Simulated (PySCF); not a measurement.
Dipole moment and polarisability of Ge(SiH3)2H2

Compound: Ge(SiH3)2H2.
Structure used (PBE0-D3(BJ)/def2-SVP), in Å, numbered top down from 1:
```xyz
11
GeH8Si2 angstrom
Ge    -0.8003    0.0079   -0.5754
Si    -0.8242   -0.0339    1.8069
H     -0.1906   -1.3002    2.2873
H     -2.2191    0.0422    2.3385
H     -0.0404    1.1246    2.3354
Si     1.4455    0.0104   -1.3675
H      2.1305   -1.2436   -0.9268
H      2.1785    1.1814   -0.7955
H      1.4946    0.0902   -2.8595
H     -1.5355    1.2638   -1.0868
H     -1.5411   -1.2284   -1.1256
```

Level: CAM-B3LYP/def2-SVPD (PySCF), static field, nuclei fixed, core orbitals frozen in the response. The polarisability tensor in these axes (au):

```
x    99.97   0.09 -11.89
y     0.09  81.12  -0.42
z   -11.89  -0.42 108.14
```

Problem. What are the eigenvalues, a third of the trace, and Δα (Δα² = ½Σ(αi − αj)² over the three pairs)?

Solution. Principal values 81.11, 91.49 and 116.63 au; mean 96.41 au = 14.29 Å³ = 15.90 × 10⁻⁴⁰ C²·m²/J; Δα = 31.63 au (33 % of the mean).

Problem. What is the dipole moment?

Solution. 0.02 D at this geometry.

Problem. Refractivity n − 1 of an ideal gas of it at 298.15 K and 1 atm, from the electronic α?

Solution. N = p/kT = 2.4615 × 10¹⁹ cm⁻³, so n − 1 = 2π × N × 14.29 × 10⁻²⁴ cm³ = 2209 × 10⁻⁶ at long wavelengths, for an ideal gas.

Problem. What depolarisation ratio follows for Rayleigh scattering of linearly polarised light, taking the static tensor?

Solution. ρ = 3Δα²/(45ᾱ² + 4Δα²) = 3001.8/(418247 + 4002.4) = 0.00711.

Problem. Along which axes do the principal values lie, and how far do the nuclei extend along each?

Solution. Largest value along (-0.58, -0.01, 0.81), where the nuclei span 6.39 Å; middle along (0.81, -0.02, 0.58), 3.21 Å; least along (0.01, 1.00, 0.02), 2.49 Å. The response follows the extents in order.

Problem. Estimate the molar refractivity from the static electronic polarisability.

Solution. Lorentz–Lorenz: R = (4π/3)N_A α = 2.5225 cm³/(mol·Å³) × 14.29 Å³ = 36.0 cm³/mol, in the limit of long wavelengths.

Isolated species at its PBE0-D3(BJ)/def2-SVP geometry, gas phase. The calculation is non-relativistic, for germanium too.

These values come from a run that also computed excited states. On one thread of an Arm Neoverse V2, no GPU, on a shared host, this took 23 s (with the writing of density and orbital grids) and 0.69 GiB of memory at its peak.
